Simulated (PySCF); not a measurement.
Computed shifts of a molecule C6H5F, HF/pcSseg-1 in PySCF, GIAO, gas phase, equivalent atoms averaged, in ppm (number of nuclei): ¹³C: 228.2 (1), 131.1 (1), 110.6 (1), 97.6 (1), 66.7 (1), 6.3 (1). ¹⁹F: -135.8 (1). ¹H: 6.18 (2), 2.50 (3). References: ¹³C against TMS (σ = 192.6 ppm); ¹⁹F against CFCl3 (σ = 238.5 ppm); ¹H against TMS (σ = 31.99 ppm), references at their B3LYP-D3(BJ)/def2-TZVP geometries, non-relativistic. The structure is a stationary point at B3LYP-D3(BJ)/def2-SVP. One conformer was computed; it need not be the lowest.

Problem. Which structure fits?
(A) C=C=C(F)C#CC
(B) C#C[C@@H](F)C=C=C
(C) C#CC1=CC[C@H]1F
(D) C#CC(C)=C=CF

Solution. A, C=C=C(F)C#CC
